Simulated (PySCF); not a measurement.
## Frontier orbitals and the lowest excitations

CH7GeN.
SMILES with atom numbers: `[CH3:1][NH:2][GeH3:3]` (hydrogens: H4, H5, H6 on C1; H7 on N2; H8, H9, H10 on Ge3)

Cartesian coordinates in Å at the PBE0-D3(BJ)/def2-SVP level; atoms count from 1:
```xyz
10
CH7GeN angstrom
C     -1.1522   -0.1738   -0.1819
N      0.0329    0.6345   -0.3396
Ge     1.6985   -0.1200   -0.2014
H     -1.0416   -1.1134   -0.7480
H     -2.0362    0.3387   -0.5989
H     -1.3954   -0.4551    0.8637
H     -0.0455    1.5391    0.1146
H      1.7954   -1.2062   -1.2881
H      1.9843   -0.7810    1.1733
H      2.7181    1.0061   -0.4419
```

The calculation used PySCF, TDDFT wB97X-D/def2-SVPD, vertical, gas phase, core orbitals frozen in the response. Relativistic effects, spin–orbit coupling among them, are left out although an element past zinc is present.

Kohn–Sham orbitals with the atoms that hold most of them (Löwdin shares over 4%, at most four atoms; ? is withheld):

| orbital | ε (eV) | atoms |
| --- | --- | --- |
| HOMO-3 | -11.72 | N2 22%, Ge3 20%, C1 18%, H9 16% |
| HOMO-2 | -11.39 | Ge3 41%, H8 31%, H10 17%, N2 6% |
| HOMO-1 | -11.27 | ? |
| HOMO | -8.50 | ? |
| LUMO | 1.90 | Ge3 51%, C1 10%, H10 9%, H8 6% |
| LUMO+1 | 2.26 | Ge3 42%, H9 14%, H8 11%, N2 11% |
| LUMO+2 | 2.97 | Ge3 33%, C1 17%, H5 12%, H9 7% |

Q: Give the leading atoms of the HOMO.

A: N2 (bonded to C, Ge and H) 59%; C1 (bonded to N and 3 H) 12%; Ge3 (bonded to N and 3 H) 9%; H6 (bonded to C) 6%.

Q: Which atoms hold the HOMO-1, and with what shares?

A: Ge3 (bonded to N and 3 H) 33%; H10 (bonded to Ge) 18%; H9 (bonded to Ge) 12%; N2 (bonded to C, Ge and H) 12%. By element: germanium 33%, hydrogen 31% or more, nitrogen 12%.

Q: The HOMO–LUMO gap is 10.40 eV. Where does the response calculation put the lowest singlet, and from which orbitals?

A: S1 is at 5.86 eV (f = 0.0062), 4.53 eV below the gap, made of HOMO→LUMO (68%), HOMO→LUMO+1 (28%). Without the coupling terms of the response equations the lowest excitation would equal the gap.

Next come S2 at 6.77 eV (f 0.043), HOMO→LUMO+1 (63%), HOMO→LUMO (29%); S3 at 7.02 eV (f 0.0046), HOMO→LUMO+2 (86%), HOMO→LUMO+3 (9%); S4 at 7.51 eV (f 0.0015), HOMO→LUMO+3 (62%), HOMO→LUMO+5 (25%); S5 at 7.65 eV (f 0.021), HOMO→LUMO+4 (48%), HOMO→LUMO+5 (28%), HOMO→LUMO+3 (14%).
